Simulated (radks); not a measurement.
These are the eigenvalues of the occupied orbitals of an atom or ion with whole-number occupations (hartree). Calculated with a radial shooting solver on a logarithmic mesh with Libxc functionals: scalar-relativistic Kohn-Sham, Wu-Cohen GGA, spin-polarised, spherical densities, finite nucleus; Fermi nuclear charge, rms radius of each element as measured or else 0.836 A^(1/3) + 0.57 fm.

orbital  eigenvalue
1s up     -3236.683
1s down   -3236.683
2s up     -579.1983
2s down   -579.1982
2p up     -497.1417
2p down   -497.1415
3s up     -139.2520
3s down   -139.2518
3p up     -115.7083
3p down   -115.7081
3d up     -91.61536
3d down   -91.61515
4s up     -31.73730
4s down   -31.73693
4p up     -24.01677
4p down   -24.01636
4d up     -15.05920
4d down   -15.05874
5s up      -5.57841
5s down    -5.57738
4f up      -5.16949
4f down    -5.16897
5p up      -3.43791
5p down    -3.43675
5d up      -1.06195
5d down    -1.05709
6s up      -0.72072
6s down    -0.69592
6p up      -0.37689

Which element is it, and in what charge state? The configuration may be excited. Open shells, if any, are filled with parallel spins first.

Answer. Z = 82, lead, charge +1: Pb+ in [Hg] 6p1. The list shows which subshells hold electrons but not how many an open one holds; the 1s level, -3236.7 hartree, gives Z - s = 80.5 by -(Z - s)^2/2, which with screening and relativity narrows Z to a few neighbours, and the depths of the outer levels then fix element, charge and occupations together.
